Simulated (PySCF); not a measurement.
# Radial density of Mg⁺ (magnesium, charge +1)

UHF, [Ne] 3s1, 2S determinant. Computed with PySCF 2.14 in aug-cc-pVDZ (5s4p2d, 27 functions), with the non-relativistic Hamiltonian (point nucleus).

```json
{"r (bohr)": "0.00208", "4πr²ρ (e/bohr)": "0.05645", "4πr²(ρα − ρβ)": "0.0001"}
{"r (bohr)": "0.00350", "4πr²ρ (e/bohr)": "0.1549", "4πr²(ρα − ρβ)": "0.0002"}
{"r (bohr)": "0.00589", "4πr²ρ (e/bohr)": "0.4128", "4πr²(ρα − ρβ)": "0.0006"}
{"r (bohr)": "0.00990", "4πr²ρ (e/bohr)": "1.062", "4πr²(ρα − ρβ)": "0.0015"}
{"r (bohr)": "0.0167", "4πr²ρ (e/bohr)": "2.555", "4πr²(ρα − ρβ)": "0.0037"}
{"r (bohr)": "0.0280", "4πr²ρ (e/bohr)": "5.518", "4πr²(ρα − ρβ)": "0.0077"}
{"r (bohr)": "0.0471", "4πr²ρ (e/bohr)": "9.916", "4πr²(ρα − ρβ)": "0.0129"}
{"r (bohr)": "0.0793", "4πr²ρ (e/bohr)": "13.23", "4πr²(ρα − ρβ)": "0.0136"}
{"r (bohr)": "0.133", "4πr²ρ (e/bohr)": "11.28", "4πr²(ρα − ρβ)": "0.0028"}
{"r (bohr)": "0.224", "4πr²ρ (e/bohr)": "7.413", "4πr²(ρα − ρβ)": "0.0013"}
{"r (bohr)": "0.377", "4πr²ρ (e/bohr)": "9.847", "4πr²(ρα − ρβ)": "0.0404"}
{"r (bohr)": "0.634", "4πr²ρ (e/bohr)": "10.12", "4πr²(ρα − ρβ)": "0.0314"}
{"r (bohr)": "1.07", "4πr²ρ (e/bohr)": "3.537", "4πr²(ρα − ρβ)": "0.0183"}
{"r (bohr)": "1.79", "4πr²ρ (e/bohr)": "0.5788", "4πr²(ρα − ρβ)": "0.3072"}
{"r (bohr)": "3.02", "4πr²ρ (e/bohr)": "0.3533", "4πr²(ρα − ρβ)": "0.3518"}
{"r (bohr)": "5.08", "4πr²ρ (e/bohr)": "0.04805", "4πr²(ρα − ρβ)": "0.0480"}
{"r (bohr)": "8.54", "4πr²ρ (e/bohr)": "0.0003630", "4πr²(ρα − ρβ)": "0.0004"}
```
